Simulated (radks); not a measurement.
Fractional charge and spin in the 6s shell of lutetium: the spin-up occupation runs from 0 to 1 and the spin-down occupation from 0 to 1; the fullest corner is Lu+, [Xe] 4f14 6s(up 1, down 1). Calculated with a radial shooting solver on a logarithmic mesh with Libxc functionals: scalar-relativistic Kohn-Sham, PBE, spin-polarised, spherical densities, point nucleus. Energy (eV) above the fullest corner. The planes named below are the two flat planes that join the four corners, with an edge along up + down = one added electron.

| down \ up | 0 | 0.25 | 0.5 | 0.75 | 1 |
|---|---|---|---|---|---|
| 0 | 35.345 | 29.391 | 23.861 | 18.750 | 14.047 |
| 0.25 | 29.391 | 23.924 | 18.867 | 14.217 | 9.966 |
| 0.5 | 23.861 | 18.867 | 14.271 | 10.073 | 6.265 |
| 0.75 | 18.750 | 14.217 | 10.073 | 6.319 | 2.946 |
| 1 | 14.047 | 9.966 | 6.265 | 2.946 | 0.000 |

Corners above the fullest one (they belong to Lu2+ and the next ion): (up 1, down 0) 14.047 eV, (up 0, down 1) 14.047 eV, (up 0, down 0) 35.345 eV. With half an added electron in each spin the energy lies 0.224 eV from the planes (fractional-spin error, the static-correlation error of a stretched bond), and with half an added electron in spin up alone -0.835 eV (fractional-charge error). For a frontier s shell over closed shells the exact functional lies on the planes.
